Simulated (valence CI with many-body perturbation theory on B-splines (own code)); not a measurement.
How close is CI+MBPT for Bi²⁺?

Calculated by valence CI with perturbative core correlation (CI+MBPT): three valence electrons over a frozen Dirac-Fock core [Xe] 4f14 5d10, radial functions for each j: 11 s, 11 p, 9 d, 7 f, 5 g, 2 h, 1 i, with the one-electron correlation potential Σ1, the two-electron term Σ2, the three-electron term Σ3, Breit, model QED; selected CI, second order for the rest, scaled by the run's own slope (own B-spline code, finite nucleus).

Against 20 measured levels this calculation errs by 486 cm⁻¹ on average and by 1325 at most. These come from a selection out of Moore, Atomic Energy Levels, vol. III, NSRDS-NBS 35 (1971 reprint of NBS Circular 467, 1958), an old analysis. Levels without a partner in it may be off by more. The list stops below the first excitations out of the core.

Measured levels: Moore, Atomic Energy Levels, vol. III, NSRDS-NBS 35 (1971 reprint of NBS Circular 467, 1958). Pairs share parity and J, and are chosen by configuration, term and nearness in energy; levels without a clear partner are left out. The analysis is old, and some levels have since been revised. Energies in cm⁻¹ above the measured ground level. The last column is blank where CI alone has no clear partner.

Names give the largest LS component (configuration and term), which can be under half, so a name can repeat, a term be missing and a line seem to break the LS rules; names also repeat where a configuration has a term twice.

```
Computed label  Label in the source  Measured  Computed  Difference  CI alone, difference
6s2 6p 2P°_1/2           6s2 6p 2P°         0       0.0           0                     0
6s2 6p 2P°_3/2           6s2 6p 2P°     20788   21109.8        +322                 -1792
 6s 6p2 4P_1/2            6s 6p2 4P     70254   69718.3        -536                 -7118
 6s 6p2 4P_3/2            6s 6p2 4P     83038   82716.7        -321                 -8817
 6s 6p2 4P_5/2            6s 6p2 4P     89236   89133.9        -102                 -8379
 6s2 7s 2S_1/2            6s2 7s 2S     95075   95692.7        +618                 -4941
 6s 6p2 2D_3/2            6s2 6d 2D     96154   96409.0        +255                 -7486
 6s2 6d 2D_5/2            6s2 6d 2D    102446  102935.1        +489                 -7845
 6s 6p2 2P_1/2            6s 6p2 2P    108052  108830.2        +778                 -1645
 6s2 6d 2D_3/2            6s 6p2 2D    108586  109255.3        +669                 -3676
 6s 6p2 2D_5/2            6s 6p2 2D    116414  116966.8        +553                 -5549
6s2 7p 2P°_1/2           6s2 7p 2P°    116993  117322.6        +330                 -5543
6s2 7p 2P°_3/2           6s2 7p 2P°    122128  122407.8        +280                 -5841
 6s 6p2 2P_3/2            6s 6p2 2P    130966  132290.9       +1325                 -2270
5f 6s2 2F°_7/2           6s2 5f 2F°    137455  137896.6        +442                 -6050
5f 6s2 2F°_5/2           6s2 5f 2F°    137555  137995.4        +440                 -6033
 6s2 8s 2S_1/2            6s2 8s 2S    145227  144691.8        -535                 -6348
 6s2 7d 2D_3/2            6s2 7d 2D    149086  149428.1        +342                 -6206
 6s2 7d 2D_5/2            6s2 7d 2D    149796  150119.3        +323                 -6257
6s2 8p 2P°_1/2           6s2 8p 2P°    154198  153691.3        -507                 -6610
6s2 8p 2P°_3/2           6s2 8p 2P°    156421  155874.6        -546                 -6769
```

Over 20 excited levels the mean absolute difference is 486 cm⁻¹, the median 465 and the largest 1325. For the 20 levels that pair on every rung the mean is CI alone 5759, + Σ1 2789, + Σ2 722, + Σ3 694, + Breit 521, + QED 486. The comparison draws on a selection of the measured levels: 21 of the 22 computed ones have a partner in it, and others may be off by more.
